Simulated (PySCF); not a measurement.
Energies from PySCF (xtb for GFN2), thermal terms from the rigid-rotor harmonic-oscillator model, ideal gas at 1 bar. The comparison is the NASA 1993 polynomial table, which mixes measured and estimated data. Open shells (unrestricted): C₆H₅ (phenyl) (multiplicity 2). GFN2 has no spin-polarisation term. The harmonic model lacks anharmonicity and excited electronic states, which grow with temperature; levels with a mode under 35 cm⁻¹ are left out. The table's entry may be an old estimate for C₆H₅ (phenyl) (not checked at source).

Harmonic frequencies at GFN2-xTB (cm⁻¹): 329, 391, 550, 576, 612, 710, 832, 876, 903, 909, 916, 1063, 1085, 1093, 1164, 1169, 1237, 1285, 1419, 1427, 1526, 1610, 3058, 3063, 3072, 3076, 3081. Point group C2v; S°(298 K) = 291.4 J/mol/K at this level.

Problem. Work out Cp and S° of gaseous C₆H₅ (phenyl) at 500, 800, 1200, 1600, 2000 K from these, and set them beside the table.

Solution. 
```csv
T (K),Cp GFN2-xTB,Cp table,S° GFN2-xTB,S° table
500,133.1,129.5,346.7,341.7
800,178.2,176.1,420.1,414.0
1200,209.5,207.3,499.0,492.0
1600,226.3,225.1,561.8,554.3
2000,236.0,236.3,613.4,605.9
```
Units J/mol/K.
